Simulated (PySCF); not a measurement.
**How the method changes the constants of TeP⁺**

State: ¹Σ⁺ (singlet), closed shell. Set-up: PySCF, scalar-relativistic core potentials, basis sets Te def2-SVP with ECP28, P def2-SVP. De refers to Te⁺ + P in their high-spin ground configurations, without counterpoise correction. A positive dipole points towards P; it is taken about the centre of mass and depends on that origin.

```json
{"Level": "RHF", "Re (Å)": "2.128", "ωe (cm⁻¹)": "630", "De (eV)": "0.443", "μ (D)": "1.75", "CPU s a point (SCF and correlation, without the integrals)": "0.03"}
{"Level": "RHF-MP2", "Re (Å)": "2.239", "ωe (cm⁻¹)": "457", "De (eV)": "3.49", "μ (D)": "n/a", "CPU s a point (SCF and correlation, without the integrals)": "0.044"}
{"Level": "RHF-SCS-MP2", "Re (Å)": "2.230", "ωe (cm⁻¹)": "471", "De (eV)": "3.39", "μ (D)": "n/a", "CPU s a point (SCF and correlation, without the integrals)": "n/a"}
{"Level": "RHF-CCSD", "Re (Å)": "2.194", "ωe (cm⁻¹)": "536", "De (eV)": "2.94", "μ (D)": "n/a", "CPU s a point (SCF and correlation, without the integrals)": "n/a"}
{"Level": "RHF-CCSD(T)", "Re (Å)": "2.218", "ωe (cm⁻¹)": "500", "De (eV)": "3.32", "μ (D)": "n/a", "CPU s a point (SCF and correlation, without the integrals)": "0.39"}
{"Level": "PBE", "Re (Å)": "2.200", "ωe (cm⁻¹)": "525", "De (eV)": "4.56", "μ (D)": "1.58", "CPU s a point (SCF and correlation, without the integrals)": "0.41"}
{"Level": "PW91", "Re (Å)": "2.200", "ωe (cm⁻¹)": "524", "De (eV)": "4.61", "μ (D)": "1.61", "CPU s a point (SCF and correlation, without the integrals)": "0.36"}
{"Level": "r²SCAN", "Re (Å)": "2.181", "ωe (cm⁻¹)": "547", "De (eV)": "3.97", "μ (D)": "1.53", "CPU s a point (SCF and correlation, without the integrals)": "0.72"}
{"Level": "PBE0", "Re (Å)": "2.167", "ωe (cm⁻¹)": "566", "De (eV)": "3.91", "μ (D)": "1.56", "CPU s a point (SCF and correlation, without the integrals)": "0.51"}
{"Level": "HSE06", "Re (Å)": "2.170", "ωe (cm⁻¹)": "561", "De (eV)": "4.03", "μ (D)": "1.56", "CPU s a point (SCF and correlation, without the integrals)": "0.61"}
{"Level": "M06-2X", "Re (Å)": "2.152", "ωe (cm⁻¹)": "587", "De (eV)": "3.09", "μ (D)": "1.82", "CPU s a point (SCF and correlation, without the integrals)": "0.41"}
{"Level": "B2PLYP", "Re (Å)": "2.211", "ωe (cm⁻¹)": "496", "De (eV)": "4.08", "μ (D)": "1.87", "CPU s a point (SCF and correlation, without the integrals)": "0.27"}
```

Q: Which functional lies closest to RHF-CCSD(T) in De, which farthest, and by how much do they differ from it?

A: Closest is M06-2X (-6.6 pm in Re, +17.4 % in ωe, -0.23 eV in De against RHF-CCSD(T) in the same basis), farthest PW91 (-1.8 pm in Re, +4.8 % in ωe, +1.29 eV in De). CCSD(T) converges more slowly with the basis than the functionals do and binds too weakly in this one, so the order can change at the basis-set limit.

Q: What does a quarter of exact exchange do here, going from PBE to PBE0?

A: PBE0 less PBE: -3.3 pm in Re, +7.8 % in ωe, -0.65 eV in De. Exact exchange removes part of the self-interaction that spreads semilocal densities, and in most molecules shortens and stiffens the bond and lowers De; so it does here.

Q: What does second-order correlation do here, going from RHF to RHF-MP2?

A: RHF-MP2 less RHF: +11.1 pm in Re, -27.5 % in ωe, +3.05 eV in De. Correlation nearly always deepens the well. The bond lengthens, as in strong covalent bonds, where excitations into antibonding orbitals dominate.

Correlated steps freeze 9 core orbitals. Correlated levels converge slowly with the basis: in double zeta they bind strong bonds too weakly, by up to about 1 eV, and carry superposition errors of some tenths. Spin–orbit coupling is left out, which matters for elements this heavy, above all for dissociation energies. For an ion De counts to the pair picked by the measured ionisation energies or electron affinities, which need not be the lowest pair at this level. Where the molecule has an RHF reference, its open-shell atoms are computed with UHF. B2PLYP dipoles, levels and charges come from its SCF part alone.

The whole job (state search and all levels along the bond) took about 1.1 min on 1 thread of Intel Xeon 6975P-C (shared host), peak memory 0.51 GiB.
